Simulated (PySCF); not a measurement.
# How methods differ on the excitation energy of P

P [Ne] 3s2 3p3 (4S) → P [Ne] 3s2 3p2 4s1 (4P), as a difference of total energies. Calculation: PySCF 2.14, in dyall-acv3z; the non-relativistic Hamiltonian (point nucleus). Correlated levels: valence: [Ne] frozen; virtual orbitals above 40 to 60 times the deepest correlated orbital energy dropped. The calculations carry no spin-orbit coupling.

```tsv
method	excitation energy (eV)
UHF	6.773
MP2 (valence)	7.106
SCS-MP2 (valence)	7.008
CCSD (valence)	7.022
CCSD(T) (valence)	7.041
```

Problem. How much does correlation contribute at CCSD(T) (valence)?

Solution. 7.041 − (6.773) = 0.268 eV, measured against UHF.

Errors of the correlated levels include the incompleteness of this basis and the frozen core.

The promoted electron is Rydberg-like, and one or two diffuse shells describe it only roughly, which tends to raise the upper state.

For comparison: 6.967 eV (measured; NIST levels, between the centres of gravity of the two terms).
